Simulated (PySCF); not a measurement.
**Telling isomers of C4H12N2Si3 apart by NMR**

Method: geometry from GFN2-xTB, PBE0/pcSseg-1 with gauge-including orbitals, in PySCF 2.14.0 with density-fitted response routines (rapidly exchanging positions averaged, single conformer, non-relativistic Hamiltonian, gas phase).

Scale: TMS for ¹H and ¹³C (reference shieldings calculated alike). Where no couplings were computed, multiplicities follow the n + 1 count of equivalent neighbours, and m marks all less simple cases (inequivalent or close neighbours, rings, F or P nearby). Shifts are as computed. Against solution values, carbons near 30 ppm lie about +3 ppm off and those near 130 ppm about +5 ppm. Of 1211 compounds with measured shifts, 218 miss one by over three times the rms of a fit or turn the order of signals round; such compounds aren't used in these exercises.

(1) Tabulate the signals of `N#C[C@H]1C[Si@@H](N([SiH3])[SiH3])C1`, `N#C[Si]1(N([SiH3])[SiH3])CCC1` and their relative energies.

(2) What is the quickest way to tell N#C[C@H]1C[Si@@H](N([SiH3])[SiH3])C1 from N#C[Si]1(N([SiH3])[SiH3])CCC1?

Answers

(1) 
| SMILES | carbon types | δC | δH | E rel. (kcal/mol) |
| --- | --- | --- | --- | --- |
| N#C[C@H]1C[Si@@H](N([SiH3])[SiH3])C1 | 1×C 1×CH 2×CH2 | 129.1, 28.1, 14.5 | 5.36 (m, 1H), 4.71 (s, 6H), 2.65 (m, 1H), 2.05 (m, 2H), 1.95 (m, 2H) | 10.3 |
| N#C[Si]1(N([SiH3])[SiH3])CCC1 | 1×C 3×CH2 | 125.8, 24.3, 15.3 | 4.75 (s, 6H), 2.03 (m, 1H), 2.03 (m, 1H), 1.87 (m, 2H), 1.86 (m, 2H) | 0.0 |

Energies are electronic energies at PBE0/pcSseg-1 on these geometries, without zero-point or thermal terms, each for the one conformer computed, which needn't be the lowest.

(2) Both give the same number of carbon signals, but DEPT or the intensities differ. The first has an sp3 CH α to a nitrile at 14.5 ppm, the second an sp3 CH2 in a ring at 15.3 ppm. Their most deshielded carbons lie at 129.1 and 125.8 ppm. In the proton spectra the most deshielded non-exchanging signals are 5.36 (m, 1H) and 4.75 (s, 6H).
